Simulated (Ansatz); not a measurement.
A nudged elastic band was laid between two geometries of GaH6NO2 (10 atoms, charge 0, multiplicity 1).

Computed with RKS r2SCAN/def2-mTZVP (Ansatz 0.2.0).

* movable images: 7
* climbing image: yes
* spring: 5.0 eV/Å²
* optimiser: quadratic models (default)
* start path: through a guess of the saddle point
* force threshold: 0.03 eV/Å
* iteration limit: 60
* end points: relaxed

Initial state:

```xyz
10
Properties=species:S:1:pos:R:3
Ga -0.041 -0.104 0.310
H -0.143 -1.065 1.546
O 1.521 0.022 -0.632
H 2.056 -0.781 -0.636
O -1.533 0.283 -0.676
H -2.184 -0.427 -0.727
N 0.109 1.902 0.849
H 0.995 2.228 0.466
H -0.654 2.362 0.354
H 0.061 2.157 1.830
```

Final state:

```xyz
10
Properties=species:S:1:pos:R:3
Ga 0.026 0.665 -0.462
H -0.064 -0.180 3.138
O 1.540 -0.251 -0.735
H 1.415 -1.135 -1.102
O -1.603 0.041 -0.862
H -1.614 -0.852 -1.228
N 0.162 2.373 0.121
H 1.007 2.671 0.589
H -0.650 2.825 0.520
H -0.033 0.422 2.703
```

Q: What changes between the two ends?

A: Bonds broken: Ga1–H2, N7–H10. Bonds formed: H2–H10. GaH6NO2 becomes GaH4NO2 + H2.

Q: Give the energies along the band, and the barrier.

A: The forces met the threshold. The highest image is number 4 of 0 to 8, 1.95 eV above the first end and 0.95 eV above the last; the last end lies 1.00 eV above the first. A structure lower than the last end lies on the path between it and the top, so the climb from that side starts below the end, which may itself be a saddle point or a shallow side well. Neighbouring images differ by up to 1.6 eV, so the band resolves the path poorly. A vibrational analysis at the climbing image gives one clearly imaginary mode, 1287i cm⁻¹: a first-order saddle point. The orbitals stay closed-shell, which can raise the energy where a bond breaks towards radicals; this wasn't checked here.

| image | path coordinate (Å) | energy (eV) | Ga1–H2 (Å) | N7–H10 (Å) | H2–H10 (Å) |
| --- | --- | --- | --- | --- | --- |
| 0 | 0.00 | 0.00 | 1.57 | 1.02 | 3.24 |
| 1 | 0.86 | 0.01 | 1.57 | 1.02 | 3.28 |
| 2 | 1.72 | 0.02 | 1.57 | 1.02 | 2.88 |
| 3 | 2.58 | 0.39 | 1.60 | 1.02 | 2.01 |
| 4 | 3.44 | 1.95 | 1.90 | 1.43 | 0.99 |
| 5 | 5.04 | 1.00 | 3.02 | 2.84 | 0.74 |
| 6 | 6.64 | 1.00 | 3.74 | 3.89 | 0.74 |
| 7 | 8.25 | 1.00 | 3.15 | 4.16 | 0.74 |
| 8 | 9.86 | 1.00 | 3.70 | 3.24 | 0.74 |

Q: What is the geometry of the highest image?

A: 
```xyz
10
Properties=species:S:1:pos:R:3
Ga 0.080 0.272 -0.048
H -0.219 -0.023 1.801
O 1.737 -0.210 -0.517
H 1.767 -1.026 -1.033
O -1.340 -0.318 -0.972
H -2.164 -0.331 -0.469
N 0.100 2.030 0.792
H 0.989 2.524 0.815
H -0.645 2.696 0.599
H -0.119 0.962 1.714
```

Run time: 7.7 min on 4 threads of Arm Neoverse V2 (shared host), peak memory 0.19 GiB.
